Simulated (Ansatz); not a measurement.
An input meant for Ga(NH3)2H3 (GaN₂H₉) (charge 0, singlet).

```yaml
crystal:
  periodic: [true, true, true]
  atoms:
    - {symbol: Ga, position_ang: [-0.000090, 0.000027, -0.000016]}
    - {symbol: N, position_ang: [-0.002813, -0.016892, 2.354897]}
    - {symbol: H, position_ang: [-0.958967, 0.006201, 2.731222]}
    - {symbol: H, position_ang: [0.496969, 0.795071, 2.738728]}
    - {symbol: H, position_ang: [0.452213, -0.860211, 2.726581]}
    - {symbol: N, position_ang: [0.002865, 0.016888, -2.354871]}
    - {symbol: H, position_ang: [-0.952527, 0.036356, -2.733328]}
    - {symbol: H, position_ang: [0.466833, -0.816577, -2.737561]}
    - {symbol: H, position_ang: [0.495824, 0.839058, -2.725554]}
    - {symbol: H, position_ang: [1.600037, -0.018277, 0.001854]}
    - {symbol: H, position_ang: [-0.784341, 1.394889, 0.009044]}
    - {symbol: H, position_ang: [-0.816013, -1.376532, -0.010995]}
basis:
  gaussian: {orbitals: def2-mTZVP}
hamiltonian: {xc: {name: wB97M-V}}
```

```sh
$ ansatz run in.yaml --threads 2 --pin off --events-out ev --progress --plain --max-ram 4352MiB
```

Output, abridged:

```
Error: YAML parse error: error: line 2 column 3: crystal: missing field `lattice` (a structure is typed as `lattice` and `atoms`, a molecule's as `atoms` in Å alone, or read from a run's directory, `checkpoint`)
 --> <input>:2:3
  |
1 | crystal:
2 |   periodic: [true, true, true]
  |   ^ crystal: missing field `lattice` (a structure is typed as `lattice` and `atoms`, a molecule's as `atoms` in Å alone, or read from a run's directory, `checkpoint`)
3 |   atoms:
4 |     - {symbol: Ga, position_ang: [-0.000090, 0.000027, -0.000016]}
  |
```

In this input the species is marked periodic without a cell. The input was rejected before any iteration.
